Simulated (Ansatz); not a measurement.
Ansatz (an electronic-structure program) input:

Ansatz 0.2 input:
```yaml
crystal:
  periodic: [false, false, false]
  atoms:
    - {symbol: C, position_ang: [3.09989660, 0.13785086, -0.06569247]}
    - {symbol: C, position_ang: [1.77203523, -0.42361974, 0.43360219]}
    - {symbol: C, position_ang: [0.56033676, 0.24159892, -0.21484918]}
    - {symbol: C, position_ang: [-0.77176404, -0.31428834, 0.28013825]}
    - {symbol: C, position_ang: [-1.97041679, 0.37219864, -0.36539470]}
    - {symbol: O, position_ang: [-3.19753990, -0.09119189, 0.00025006]}
    - {symbol: H, position_ang: [3.20289654, 0.00278646, -1.14511131]}
    - {symbol: H, position_ang: [3.94732311, -0.35550712, 0.41338313]}
    - {symbol: H, position_ang: [3.17703108, 1.20793982, 0.14156404]}
    - {symbol: H, position_ang: [1.70755933, -0.30411073, 1.51977759]}
    - {symbol: H, position_ang: [1.73370318, -1.50098511, 0.24395276]}
    - {symbol: H, position_ang: [0.62472991, 0.12275533, -1.30287064]}
    - {symbol: H, position_ang: [0.59993779, 1.32077606, -0.02627939]}
    - {symbol: H, position_ang: [-0.84732219, -0.19454139, 1.36486267]}
    - {symbol: H, position_ang: [-0.83392455, -1.38706645, 0.07763929]}
    - {symbol: H, position_ang: [-1.93290451, 0.26542618, -1.47037457]}
    - {symbol: H, position_ang: [-1.93923696, 1.46961980, -0.22536861]}
basis:
  gaussian:
    orbitals: def2-TZVPD
hamiltonian:
  xc: {name: HSE06}
magnetization: {spin_polarized: true, initial_magnetization: 1}
output: {forces: true}
```

Task: Predict the final energy.

Result: -272.07176 Eh (HSE06/def2-TZVPD). The basis has 324 functions.

It need not be the lowest isomer of its formula.
